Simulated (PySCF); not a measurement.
A structure optimised at PBE-D3(BJ)/def2-TZVP, used in a PySCF frequency run:

```xyz
3

Y      0.3293     1.0185     0.0000
O     -1.1447     2.0759     0.0000
Br    -0.1053    -1.6094     0.0000
```

Problem. Write its SMILES, formula and point group.

Solution. [O]=[Y][Br], BrOY, Cs

Problem. What are its rotational constants (standard atomic weights)?

Solution. 16.112, 1.3730, 1.2652 GHz
